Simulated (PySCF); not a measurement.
Species: C7H7NO (charge +1 and doublet state).
SMILES with atom numbers: `[N:1]#[C:2][C@@H:3]1[CH2:4][CH+:5][CH:6][C:7](=[O:8])[CH2:9]1` (hydrogens: H10 on C3; H11, H12 on C4; H13 on C5; H14 on C6; H15, H16 on C9)

Geometry (GFN2-xTB, Å), atoms numbered from 1 in this order:
```
atom  x, y, z in Å
N1     3.255   -1.210    0.230
C2     2.215   -0.767    0.341
C3     0.875   -0.220    0.499
C4    -0.155   -1.312    0.184
C5    -1.502   -0.697    0.061
C6    -1.748    0.590   -0.149
C7    -0.696    1.602   -0.336
O8    -0.866    2.766   -0.473
C9     0.720    0.978   -0.414
H10    0.791    0.089    1.550
H11    0.074   -1.816   -0.764
H12   -0.153   -2.084    0.957
H13   -2.336   -1.387    0.151
H14   -2.749    1.001   -0.208
H15    0.840    0.698   -1.468
H16    1.428    1.776   -0.174
```

The hyperfine couplings belong to this conformer and change with its torsions.

Theory: UKS B3LYP, pcH-1 on C H N O, non-relativistic, mean-field spin-orbit, GIAO (PySCF). The structure is a single GFN2-xTB conformer in the gas phase; no vibrational or solvent corrections. Couplings are sensitive to structure, and on GFN2-xTB geometries they can be far from those on DFT ones, by a factor of two or more for some ions and for spin on atoms past the first row. The SCF solution wasn't tested for stability.

Problem. Where do the isotropic ENDOR lines of N1, H13, H14, H11, H16, H12, H15 and H10 fall at 1204.7 mT, to first order?

Solution. For S = 1/2 in fast tumbling each set of equivalent nuclei gives two lines, ν± = |νn ± a/2| to first order, with νn = g_N μN B/h and μN/h = 7.62259 MHz/T.

```csv
nuclei,isotope,g_N,νn (MHz),a_iso (MHz),lower line (MHz),upper line (MHz)
N1,14N,0.4038,3.71,1.05,3.18,4.23
H13,1H,5.5857,51.29,43.25,29.67,72.92
H14,1H,5.5857,51.29,31.08,35.76,66.83
H11,1H,5.5857,51.29,-5.43,48.58,54.01
H16,1H,5.5857,51.29,-4.54,49.02,53.56
H12,1H,5.5857,51.29,-3.02,49.79,52.80
H15,1H,5.5857,51.29,1.58,50.50,52.08
H10,1H,5.5857,51.29,-0.84,50.87,51.72
```

Problem. Which pairs are centred on the nuclear Larmor frequency, and which on half the coupling?

Solution. Centred on νn, since |a| < 2νn: N1, H13, H14, H11, H16, H12, H15 and H10. No pair has |a| > 2νn.

On an Arm Neoverse V2 with one thread, shared host with 96 logical CPUs at a one-minute load of 52, this took 1.8 min (with the writing of density and orbital grids) and 0.98 GiB of memory at its peak.

The SMILES draws the unpaired electron on C6; the largest computed Mulliken spin population is on O8 (0.66 against 0.13).
